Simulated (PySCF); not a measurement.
Compound: C₁₂H₁₀Se.
SMILES with atom numbers: `[cH:1]1[cH:2][cH:3][c:4]([Se:5][c:6]2[cH:7][cH:8][cH:9][cH:10][cH:11]2)[cH:12][cH:13]1` (hydrogens: H14 on C1; H15 on C2; H16 on C3; H17 on C7; H18 on C8; H19 on C9; H20 on C10; H21 on C11; H22 on C12; H23 on C13)

Cartesian coordinates in Å at the PBE0-D3(BJ)/def2-SVP level; atoms count from 1:
```xyz
23
C12H10Se angstrom
C     -3.6032    0.3030   -0.9934
C     -2.3766    0.9648   -0.9697
C     -1.3071    0.4531   -0.2370
C     -1.4607   -0.7407    0.4733
Se    -0.0656   -1.5058    1.5345
C      1.4263   -0.5316    0.8395
C      2.0139    0.4804    1.6032
C      3.1169    1.1757    1.1067
C      3.6276    0.8684   -0.1530
C      3.0402   -0.1410   -0.9170
C      1.9466   -0.8464   -0.4203
C     -2.6892   -1.4113    0.4476
C     -3.7545   -0.8849   -0.2786
H     -4.4384    0.7107   -1.5670
H     -2.2466    1.8974   -1.5246
H     -0.3532    0.9840   -0.2194
H      1.5991    0.7251    2.5834
H      3.5743    1.9658    1.7071
H      4.4886    1.4168   -0.5423
H      3.4407   -0.3859   -1.9037
H      1.4864   -1.6428   -1.0091
H     -2.8128   -2.3519    0.9913
H     -4.7094   -1.4161   -0.2922
```

Method used: PBE0-D3(BJ)/def2-SVP geometry optimisation, gas phase in PySCF 2.14.0.

Masses are those of the commonest isotopes; rigid-rotor values at the optimised geometry. The values belong to one conformer with, in the numbering `[cH:1]1[cH:2][cH:3][c:4]([Se:5][c:6]2[cH:7][cH:8][cH:9][cH:10][cH:11]2)[cH:12][cH:13]1`, C3–C4–Se5–C6 -16°, C4–Se5–C6–C7 106°.

Q: Give the principal moments of inertia and the rotational constants in GHz.

A: Ia = 442.36, Ib = 1251.84, Ic = 1518.02 u·Å²; 505379 MHz·u·Å²/I gives 1142, 403.7 and 332.9 MHz, that is A = 1.1424, B = 0.4037, C = 0.3329 GHz.

Q: Classify the top.

A: An asymmetric top. Ray's parameter κ = (2B − A − C)/(A − C) = -0.825; −1 is the prolate and +1 the oblate limit.

Q: What does the inertial defect say?

A: Not planar: Δ = Ic − Ia − Ib = -176.18 u·Å². For a rigid frame Δ = −2 Σ m c², so Σ m c² = 88.09 u·Å² lies off the ab plane: 18.48 from hydrogen and 69.61 from heavier atoms. The atom farthest from that plane is 2.15 Å away.

Q: Predict some low-J microwave lines.

A: The dipole components are |μa| = 0.80 D, |μb| = 1.40 D, |μc| = 0.04 D. Intensities carry the squares of the components, which stand as 0.33 : 1.00 : 0.00 (a : b : c). Some of the stronger lines:

```tsv
type	branch	J(Ka,Kc)	MHz	lower level (cm⁻¹)
b	Q	1(1,0) ← 1(0,1)	810	0.025
b	Q	2(1,1) ← 2(0,2)	885	0.074
a	R	2(0,2) ← 1(0,1)	1468	0.025
b	R	1(1,1) ← 0(0,0)	1475	0.000
b	Q	4(2,2) ← 4(1,3)	2049	0.283
a	R	3(1,3) ← 2(1,2)	2101	0.096
b	Q	3(2,1) ← 3(1,2)	2137	0.180
b	R	2(1,2) ← 1(0,1)	2141	0.025
a	R	3(1,2) ← 2(1,1)	2313	0.103
b	R	4(0,4) ← 3(1,3)	2316	0.166
a	R	4(0,4) ← 3(0,3)	2899	0.147
a	R	4(3,2) ← 3(3,1)	2956	0.380
b	R	4(1,4) ← 3(0,3)	3379	0.147
b	R	2(2,1) ← 1(1,0)	3760	0.052
b	Q	4(3,1) ← 4(2,2)	3817	0.351
b	Q	3(3,1) ← 3(2,2)	3874	0.251
b	R	3(2,1) ← 2(1,2)	4663	0.096
b	Q	4(4,0) ← 4(3,1)	5409	0.479
b	R	4(2,2) ← 3(1,3)	5552	0.166
```

Q: Estimate the classical rotational partition function at 10 K, 200 K and 298.15 K.

A: Point group C1, symmetry number σ = 1; q = (√π/σ)·√((kT/h)³/(ABC)), k/h = 20836.6 MHz/K: 13600 at 10 K, 1220000 at 200 K, 2210000 at 298.15 K.

Not checked by PBE0-D3(BJ)/def2-SVP frequencies. Zero-point vibration and centrifugal distortion are left out.

Hardware: 2 threads, Intel Xeon 6975P-C (x86_64) (shared host). Cost: 3.1 min wall, 7.4 min CPU, 1.8 GiB resident at most. These figures are those of the optimisation.
